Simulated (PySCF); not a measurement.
**Molecular orbitals of CaSb⁻**

PBE0 at R = 2.930 Å; basis Ca def2-SVPD, Sb def2-SVPD with ECP28; scalar-relativistic core potentials; PySCF 2.14. State: ³Π (triplet), unpaired electrons σ ↑, π ↑. Only the outer orbitals are listed, counted within each symmetry, core potentials removing the inner ones.

| spin | orbital | occ. | ε (eV) | on Ca (%) | main shells (%) |
| --- | --- | --- | --- | --- | --- |
| α | 4π | 1 | -26.08 | 100 | 100 Ca p |
| α | 4π | 1 | -26.00 | 100 | 100 Ca p |
| α | 8σ | 1 | -25.94 | 99 | 99 Ca p |
| α | 9σ | 1 | -9.03 | 6 | 94 Sb s |
| α | 10σ | 1 | -1.60 | 44 | 55 Sb p, 40 Ca s |
| α | 5π | 1 | -1.20 | 14 | 86 Sb p |
| α | 5π | 1 | -0.44 | 20 | 80 Sb p, 12 Ca p, 8 Ca d |
| α | 11σ | 1 | -0.20 | 76 | 37 Ca p, 36 Ca s, 17 Sb p |
| α | 6π | 0 | 2.16 | 97 | 82 Ca p, 15 Ca d |
| α | 6π | 0 | 2.28 | 96 | 77 Ca p, 19 Ca d |
| β | 4π | 1 | -26.02 | 100 | 100 Ca p |
| β | 4π | 1 | -25.98 | 100 | 100 Ca p |
| β | 8σ | 1 | -25.80 | 100 | 100 Ca p |
| β | 9σ | 1 | -7.88 | 8 | 92 Sb s |
| β | 10σ | 1 | -0.78 | 60 | 58 Ca s, 40 Sb p |
| β | 5π | 1 | -0.06 | 28 | 73 Sb p, 17 Ca p, 11 Ca d |
| β | 11σ | 0 | 1.49 | 70 | 32 Ca s, 31 Ca p, 21 Sb p |
| β | 5π | 0 | 1.55 | 42 | 59 Sb p, 33 Ca p, 10 Ca d |

Q: Which are the highest filled and the lowest empty level, where do they sit, and how wide is the gap?

A: Highest filled β 5π at -0.06 eV (in %: 73 Sb p, 17 Ca p, 11 Ca d); lowest empty β 11σ at 1.49 eV (in %: 32 Ca s, 31 Ca p, 21 Sb p); the gap at PBE0 is 1.55 eV. An empty level above zero is unbound, and its energy depends on the basis.

| Item | Value |
| --- | --- |
| bond order (Mayer) | 1.96 |
| ⟨S²⟩ | 2.017 |
| charge on Ca (Mulliken, basis-dependent) | -0.55 |
| charge on Ca (Löwdin, basis-dependent) | -0.50 |
| dipole moment (positive dipole points towards Sb; it is taken about the centre of mass and depends on that origin) | 2.60 D |
| polarisability along the bond | 405.5 bohr³ |
| polarisability across the bond | 292.4 bohr³ |

Spin–orbit coupling is left out. The state was picked by a PBE0 search and need not be the measured ground state.
